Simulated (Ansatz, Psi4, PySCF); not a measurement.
Species: CH6BO2Si (charge 0, doublet). SMILES: [O]B([SiH2]C)O
Coordinates optimised at B3LYP-D3(BJ)/def2-TZVP (Ansatz, a program for electronic structure):
```xyz
11

C      2.0955    -0.1827     0.4817
Si     0.6753     0.8588    -0.1649
B     -1.0803    -0.3674    -0.1090
O     -1.3971    -0.3240    -1.3438
O     -1.4581    -0.9046     1.0821
H      2.2852    -1.0310    -0.1772
H      3.0052     0.4218     0.5299
H      1.8769    -0.5613     1.4804
H      0.9351     1.3588    -1.5273
H      0.3651     2.0002     0.7348
H     -2.2526    -1.4504     1.0157
```
Charge 0, spin multiplicity 2.

Quantity: atomisation energy, in kcal/mol. Set-up: spin-orbit terms left out; six Cartesian d functions in 6-31G* and its kin unless marked 5d; atomisation electronic, to ground-state atoms; 6-311+G** with 5d, 6d on Na to Ar in Ansatz; LANL2DZ with its own core potentials from Na on; non-relativistic; no dispersion term unless named; UHF or UKS for open shells. First-principles rows: single points at B3LYP-D3(BJ) geometries (Ansatz).

| level | program | atomisation energy (kcal/mol) |
|---|---|---|
| HF/6-31G* | Ansatz | 713.7 |
| HF/6-311+G** | Ansatz | 714.2 |
| PBE/3-21G | Ansatz | 978.6 |
| PBE/def2-SVP | Ansatz | 1011.3 |
| B3LYP/3-21G | Ansatz | 943.6 |
| B3LYP/LANL2DZ | Ansatz | 931.7 |
| B3LYP/6-31G | Ansatz | 924.1 |
| B3LYP/6-31G* | Ansatz | 975.9 |
| M06-2X/6-311+G** | PySCF | 979.3 |
| wB97X-D/6-311+G** | Psi4 | 978.0 |
| PBE/def2-TZVPD | Ansatz | 1004.4 |
| PBE0/def2-TZVPD | Ansatz | 982.6 |

No value to compare with is used here. The 10 habitual levels span 713.7 (HF/6-31G*) to 1011.3 kcal/mol (PBE/def2-SVP); PBE/def2-TZVPD gives 1004.4.

The levels are drawn from those run, B3LYP/6-31G* more often than the rest, none by its result; left out are runs that failed, that the program found above a lower state of the same kind, or whose <S^2> lies over 0.5 above the pure value.
